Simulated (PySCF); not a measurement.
C₃H₂O, SMILES O=c1cc1. Geometry: B3LYP-D3(BJ)/def2-SVP.

TDDFT-LC-ωPBE/def2-SVPD (PySCF) puts the lowest singlet excitations at 4.68, 5.52, 7.10, 7.42, 7.74, 8.21 eV.

### Question
What are the lowest excitation roots from ADC(2)/aug-cc-pVDZ in PySCF? (Estimate from the structure and the level; the computed values follow.)

### Answer
3.87, 5.48, 5.58, 6.20, 6.23, 6.41 eV. S1 differs by -0.81 eV (second minus first; roots are paired by order, and the bases may differ).
